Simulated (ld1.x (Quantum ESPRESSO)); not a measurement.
## How hard is this N (Z = 7) RRKJ potential?

N (Z = 7), norm-conserving RRKJ (Kleinman–Bylander form), made with ld1.x (Quantum ESPRESSO) 7.5 (PBE, non-relativistic). Core [He], reference 2s2 2p3. Waves: 2p (bound): rc 1.55 bohr; 3d channel at -0.15 Ry: rc 1.35 bohr; 2s (bound): rc 0.85 bohr. Local part: the s channel. Core correction: a·sin(br)/r model core inside 0.94 bohr. rho0 = 0.001.

The pseudo-atom Hamiltonian at the reference potential is diagonalised in spherical Bessel functions j_l(qr) that vanish at 20 bohr, with q² up to the cutoff. All-electron valence levels (Ry): 2p -0.5215, 2s -1.3640.

Q: How do the lowest levels (Ry) of each channel move with the cutoff, and are there ghosts?

A:

```json
{"cutoff (Ry)": "8", "p #1": "-0.1253", "d #1": "0.0769", "s #1": "-1.2050", "s #2": "-0.0089", "f #1": "0.1195", "Σ f·Δε (mRy)": "1506.6"}
{"cutoff (Ry)": "15", "p #1": "-0.2917", "d #1": "0.0769", "s #1": "-1.2233", "s #2": "-0.0094", "f #1": "0.1195", "Σ f·Δε (mRy)": "970.6"}
{"cutoff (Ry)": "25", "p #1": "-0.4445", "d #1": "0.0769", "s #1": "-1.2896", "s #2": "-0.0114", "f #1": "0.1195", "Σ f·Δε (mRy)": "379.7"}
{"cutoff (Ry)": "40", "p #1": "-0.5144", "d #1": "0.0769", "s #1": "-1.3485", "s #2": "-0.0133", "f #1": "0.1195", "Σ f·Δε (mRy)": "52.1"}
{"cutoff (Ry)": "60", "p #1": "-0.5214", "d #1": "0.0769", "s #1": "-1.3610", "s #2": "-0.0138", "f #1": "0.1195", "Σ f·Δε (mRy)": "6.0"}
{"cutoff (Ry)": "90", "p #1": "-0.5215", "d #1": "0.0769", "s #1": "-1.3616", "s #2": "-0.0138", "f #1": "0.1195", "Σ f·Δε (mRy)": "4.7"}
{"cutoff (Ry)": "120", "p #1": "-0.5215", "d #1": "0.0769", "s #1": "-1.3630", "s #2": "-0.0138", "f #1": "0.1195", "Σ f·Δε (mRy)": "1.9"}
{"cutoff (Ry)": "180", "p #1": "-0.5215", "d #1": "0.0769", "s #1": "-1.3639", "s #2": "-0.0138", "f #1": "0.1195", "Σ f·Δε (mRy)": "0.1"}
{"cutoff (Ry)": "400", "p #1": "-0.5215", "d #1": "0.0769", "s #1": "-1.3640", "s #2": "-0.0139", "f #1": "0.1195", "Σ f·Δε (mRy)": "0.0"}
```

Result: no extra level below or beside the all-electron valence levels (p, d, s, f tested); 10 mRy is reached at 55 Ry and 1 mRy at 140 Ry.

Its largest configuration-test error is +816 meV.
